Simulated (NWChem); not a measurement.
All runs are NWChem calculations. System: arsenic trifluoride (AsF₃), charge 0, spin multiplicity 1, at a geometry optimised with PBE0/def2-SVP. Level: MP2/def2-TZVP, 12 core orbitals frozen.

Job file:

```
start mol
memory heap 200 mb stack 900 mb global 1100 mb
geometry units angstroms nocenter noautoz
  F      0.738925    -0.489175     1.281763
  As     0.000896     0.398876     0.000000
  F      0.738925    -0.489175    -1.281763
  F     -1.481134    -0.484194     0.000000
  symmetry group Cs
end
basis spherical
  * library def2-tzvp
end
scf
  rhf
  nopen 0
  maxiter 100
  thresh 1e-7
  semidirect memsize 60000000 filesize 0
end
mp2
  freeze core 12
end
task mp2 energy
```

Output (cleaned and shortened):

```
             Northwest Computational Chemistry Package (NWChem) 7.3.0
             --------------------------------------------------------

                                NWChem Input Module
                                -------------------

 Scaling coordinates for geometry "geometry" by  1.889725989
 (inverse scale =  0.529177249)

 Turning off AUTOSYM since
 SYMMETRY directive was detected!

                             Geometry "geometry" -> ""
                             -------------------------

 Output coordinates in angstroms (scale by  1.889725989 to convert to a.u.)

  No.       Tag          Charge          X              Y              Z
 ---- ---------------- ---------- -------------- -------------- --------------
    1 F                    9.0000     0.73892500    -0.48917500     1.28176300
    2 As                  33.0000     0.00089600     0.39887600     0.00000000
    3 F                    9.0000     0.73892500    -0.48917500    -1.28176300
    4 F                    9.0000    -1.48113400    -0.48419400     0.00000000

 Effective nuclear repulsion energy (a.u.)     323.4651667098

            Nuclear Dipole moment (a.u.)
            ----------------------------
        X                 Y               Z
 ---------------- ---------------- ----------------
     0.0000226767     0.0000226767     0.0000000000

      Symmetry information
      --------------------

 Group name             Cs
 Group number              2
 Group order               2
 No. of unique centers     3

      Symmetry unique atoms

     1    2    4


 Summary of "ao basis" -> "" (spherical)
 ------------------------------------------------------------------------------
       Tag                 Description            Shells   Functions and Types
 ---------------- ------------------------------  ------  ---------------------
 *                         def2-tzvp                  on all atoms

 Summary of "ao basis" -> "ao basis" (spherical)
 ------------------------------------------------------------------------------
       Tag                 Description            Shells   Functions and Types
 ---------------- ------------------------------  ------  ---------------------
 F                         def2-tzvp                11       31   5s3p2d1f
 As                        def2-tzvp                16       48   6s5p4d1f

                                 NWChem SCF Module
                                 -----------------

  ao basis        = "ao basis"
  functions       =   141
  atoms           =     4
  closed shells   =    30
  open shells     =     0
  charge          =   0.00
  wavefunction    = RHF
  use symmetry    = T
  symmetry adapt  = T

 Summary of "ao basis" -> "ao basis" (spherical)
 ------------------------------------------------------------------------------
       Tag                 Description            Shells   Functions and Types
 ---------------- ------------------------------  ------  ---------------------
 F                         def2-tzvp                11       31   5s3p2d1f
 As                        def2-tzvp                16       48   6s5p4d1f

      Symmetry analysis of basis
      --------------------------

        a'         84
        a"         57

 Forming initial guess at       0.1s

      Superposition of Atomic Density Guess
      -------------------------------------

 Sum of atomic energies:       -2532.39153925

      Non-variational initial energy
      ------------------------------

 Total energy =   -2532.667983
[...]
    47      0.367454  2 As px                 5     -0.238276  1 F  s
    84     -0.238276  3 F  s                 41     -0.212957  2 As px
   123      0.190756  4 F  py

 Vector   32  Occ=0.000000D+00  E= 8.885191D-02  Symmetry=a"
              MO Center= -1.1D-01,  7.3D-01,  1.4D-10, r^2= 3.0D+00
   Bfn.  Coefficient  Atom+Function         Bfn.  Coefficient  Atom+Function
  ----- ------------  ---------------      ----- ------------  ---------------
    52      1.084498  2 As pz                 5     -0.412709  1 F  s
    84      0.412709  3 F  s                 49      0.367455  2 As pz
    43     -0.212957  2 As pz               124     -0.169393  4 F  pz
    13     -0.165743  1 F  py                92      0.165743  3 F  py

 Vector   33  Occ=0.000000D+00  E= 1.888205D-01  Symmetry=a'
              MO Center=  6.5D-04,  2.9D-01, -1.4D-15, r^2= 4.0D+00
   Bfn.  Coefficient  Atom+Function         Bfn.  Coefficient  Atom+Function
  ----- ------------  ---------------      ----- ------------  ---------------
    51     -1.446152  2 As py                37      1.417507  2 As s
     5     -0.695528  1 F  s                 84     -0.695528  3 F  s
   115     -0.695545  4 F  s                122     -0.386828  4 F  px
    14      0.334894  1 F  pz                93     -0.334894  3 F  pz
    36      0.287435  2 As s                 35     -0.224895  2 As s

 center of mass
 --------------
 x =   0.00006789 y =   0.03006032 z =   0.00000000

 moments of inertia (a.u.)
 ------------------
         313.749286205849           0.296184718757           0.000000000000
           0.296184718757         445.847931635240           0.000000000000
           0.000000000000           0.000000000000         313.745800210605

  Mulliken analysis of the total density
  --------------------------------------

    Atom       Charge   Shell Charges
 -----------   ------   -------------------------------------------------------
    1 F    9     9.42   0.77  1.20  0.60  1.02  0.35  2.23  2.29  0.97  0.00  0.01  0.00
    2 As  33    31.73   2.00  2.00  1.17  0.78  1.03  0.78  5.99  5.75  0.35  1.13  0.26  8.98  1.06  0.17  0.15  0.13
    3 F    9     9.42   0.77  1.20  0.60  1.02  0.35  2.23  2.29  0.97  0.00  0.01  0.00
    4 F    9     9.42   0.77  1.20  0.60  1.02  0.35  2.23  2.29  0.97  0.00  0.01  0.00

       Multipole analysis of the density wrt the origin
       ------------------------------------------------

     L   x y z        total         open         nuclear
     -   - - -        -----         ----         -------
     0   0 0 0      0.000000      0.000000     60.000000

     1   1 0 0      0.002516      0.000000      0.000023
     1   0 1 0      1.122330      0.000000      0.000023
     1   0 0 1      0.000000      0.000000      0.000000

     2   2 0 0    -25.297618      0.000000    105.603623
     2   1 1 0      0.004010      0.000000     -0.143363
     2   1 0 1      0.000000      0.000000      0.000000
     2   0 2 0    -23.509392      0.000000     41.665828
     2   0 1 1      0.000000      0.000000      0.000000
     2   0 0 2    -25.297694      0.000000    105.605281

                   NWChem MP2 Semi-direct Energy/Gradient Module
                   ---------------------------------------------

  Basis functions       =    141
  Molecular orbitals    =    141
  Frozen core           =     12
  Frozen virtuals       =      0
  Active alpha occupied =     18
  Active beta occupied  =     18
  Active alpha virtual  =    111
  Active beta virtual   =    111
  Use MO symmetry       = T
  Use skeleton AO sym   = T

  AO/Fock/Back tols     =   1.0D-09  1.0D-09  1.0D-09

 GA uses MA = F    GA memory limited = T

 Available:
  local mem=  1.26D+08
 global mem=  1.44D+08
 local disk=  0.00D+00
  mp2_memr nvloc                   111
  nvloc new                   111
   1 passes of  18:        5242880                     140417                  64780033.
   1 passes of  18: M    126148886           G      144139438           F     120906006.

 Semi-direct pass number   1 of   1  for RHF alpha+beta  at        4.9s
  vrange nnbf                  9531
  mp2_eaftype                   247  avail_ma_in_mb                  1099
 EAF : mp2_eaftype filesize         247   32390017.
  mp2_eaf for mointskh                    247
Node 0 wrote    152.3 Mb in      0.0 s     Agg I/O rate:  3353.3 Mb/s
 Done moints_semi at       12.2s
  mp2_eaftype                   247  avail_ma_in_mb                   852
 EAF : mp2_eaftype filesize         247   32390017.
  mp2_eaf for kh                   247
 Done maket at       12.6s
 Done multipass loop at       12.6s

          -------------------------------------------
          SCF energy               -2532.733045696269
          Correlation energy          -1.010403350264
          Singlet pairs               -0.591310605644
          Triplet pairs               -0.419092744620
          Total MP2 energy         -2533.743449046533
          -------------------------------------------

          ---------------------------------------------------
                    Spin Component Scaled (SCS) MP2
          Same spin pairs                     -0.279395163080
          Same spin scaling factor             0.333333333333
          Opposite spin pairs                 -0.731008187184
          Opposite spin scaling fact.          1.200000000000
          SCS-MP2 correlation energy          -0.970341545648
          Total SCS-MP2 energy             -2533.703387241917
          ---------------------------------------------------

 -----------------------
 Performance information
 -----------------------

 Timer overhead =  9.66D-08 seconds/call

               Nr. of calls         CPU time (s)                 Wall time (s)                GFlops
             ---------------    -------------------     ------------------------------   -------------------
Name         Min   Avg   Max    Min     Avg     Max     Min     Avg     Max   Mx/calls   Min     Max     Sum
mp2: moin     1     1     1    7.4     7.4     7.4      7.4     7.4     7.4     7.4      0.0     0.0     0.0
mp2: make     1     1     1   0.41    0.41    0.41     0.41    0.41    0.41    0.41      0.0     0.0     0.0
mp2: tota     1     1     1    7.8     7.8     7.8      7.8     7.8     7.8     7.8      0.0     0.0     0.0

 The average no. of pstat calls per process was 3.00D+00
 with a timing overhead of 2.90D-07s

 Task  times  cpu:       12.6s     wall:       12.6s

 Total times  cpu:       12.6s     wall:       12.6s
```
